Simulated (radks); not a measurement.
Q: Species: Cr4+. Configuration: [Ar] 3d2. Method: Dirac Kohn-Sham, PBE, spin-unpolarised, spherical densities, finite nucleus; open shells fill j = l - 1/2 first; Fermi nuclear charge, rms radius 3.6452 fm; computed with a radial shooting solver on a logarithmic mesh with Libxc functionals. Some entries of the table are withheld. Estimate them.

| orbital | occ. | eigenvalue (Ry) | <1/r> (bohr^-1) | <r^2> (bohr^2) |
|---|---|---|---|---|
| 1s1/2 | 2 | -436.6561 | 23.88 | 0.005433 |
| 2s1/2 | 2 | -53.65144 | 5.068 | 0.1014 |
| 2p1/2 | 2 | -46.24177 | 5.006 | (1) |
| 2p3/2 | 4 | -45.60685 | 4.930 | (2) |
| 3s1/2 | 2 | -9.75634 | (3) | 0.8798 |
| 3p1/2 | 2 | -7.65738 | (4) | 0.9716 |
| 3p3/2 | 4 | -7.57504 | (5) | 0.9870 |
| 3d3/2 | 2 | -4.26675 | 1.238 | 1.274 |
| 3d5/2 | 0 | -4.25745 | 1.235 | 1.279 |

A: 
(1) 2p1/2 <r^2> (bohr^2): 0.08198
(2) 2p3/2 <r^2> (bohr^2): 0.08367
(3) 3s1/2 <1/r> (bohr^-1): 1.615
(4) 3p1/2 <1/r> (bohr^-1): 1.504
(5) 3p3/2 <1/r> (bohr^-1): 1.488
